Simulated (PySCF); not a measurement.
GaCl₂, SMILES [Cl][Ga+][Cl], charge +1.

Geometry: r2SCAN-D4/def2-TZVP. The spin state was assumed, not searched. The isomer is the one that the SMILES or the coordinates give; other isomers of the formula were not compared.

The numbers are results of M06-2X/def2-TZVPD (PySCF), not measurements.

Gas-phase values at a fixed geometry.

- total energy: -2845.03463 hartree
- point group: D∞h
- highest occupied level: -17.14 eV
- lowest empty level: -8.02 eV
- orbital gap: 9.11 eV
- dipole moment about the centre of nuclear charge: 0.00 D
- mean static polarisability: 44.4 bohr³ (6.58 Å³)
- polarisability, principal values: 32.8, 32.8, 67.5 bohr³
